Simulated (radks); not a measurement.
The numbers below are computed, except where a source is named.
Question: Numerical settings for the antimony ion Sb3+, [Kr] 4d10 5s2. Code: a radial shooting solver on a logarithmic mesh with Libxc functionals. Model: Dirac Kohn-Sham, LDA (Slater exchange, Perdew-Wang correlation), spin-unpolarised, spherical densities, finite nucleus; Fermi nuclear charge, rms radius 4.6802 fm. The defaults (mesh step 0.008 in ln r, mesh end at 40 bohr or more with all orbitals vanishing there, Anderson mixing 0.5 over 9 steps, residual threshold near 1e-9 with the energy settled to 1e-9 hartree or 1e-11 of itself, here a cap of 91 iterations) give E = -6476.0051 hartree and 5s1/2 at -39.384 eV in 14 iterations. Run on one thread of a shared host, so times are rough (Intel(R) Xeon(R) Platinum 8488C): 0.13 s of CPU time, 0.13 s wall, 14 iterations on 2213 mesh points. One setting is changed at a time: mesh step in ln r 0.2; mesh step in ln r 0.02; mesh step in ln r 0.03; mesh end (bohr) 5; mesh end (bohr) 8; residual threshold 1e-13; residual threshold 0.01; mixing 2.5; linear mixing, mixing 0.05; linear mixing, mixing 0.5; mixing history 3; iteration cap 8. Which runs fail to converge, and which converge to a wrong energy?

Answer: Not converged within the cap: mesh step in ln r 0.2; linear mixing, mixing 0.05; iteration cap 8. Settings that end as converged yet miss the energy by more than 1 mhartree: mesh end (bohr) 5 (+0.00407 hartree).
